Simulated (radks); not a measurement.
Removal energies from the rubidium ion Rb2+, [Ar] 3d10 4s2 4p(1/2: 2, 3/2: 3), by Delta-SCF beside the eigenvalue of the level emptied. Method: Dirac Kohn-Sham, relativistic LDA (MacDonald-Vosko exchange, VWN5 correlation), spin-unpolarised, spherical densities, finite nucleus; Fermi nuclear charge, rms radius of each element as measured or else 0.836 A^(1/3) + 0.57 fm; computed with a radial shooting solver on a logarithmic mesh with Libxc functionals. Sub-shells are occupied by j as written (lower j first in brackets).

\begin{tabular}{lrrr}
removed from & final configuration & Delta-SCF (eV) & -eigenvalue (eV) \\ \hline
4p3/2 & [Ar] 3d10 4s2 4p(1/2: 2, 3/2: 2) & 39.941 & 33.529 \\
4p1/2 & [Ar] 3d10 4s2 4p(1/2: 1, 3/2: 3) & 41.037 & 34.527 \\
4s1/2 & [Ar] 3d10 4s1 4p(1/2: 2, 3/2: 3) & 57.563 & 50.409 \\
3d5/2 & [Ar] 3d(3/2: 4, 5/2: 5) 4s2 4p(1/2: 2, 3/2: 3) & 138.70 & 123.55 \\
\end{tabular}
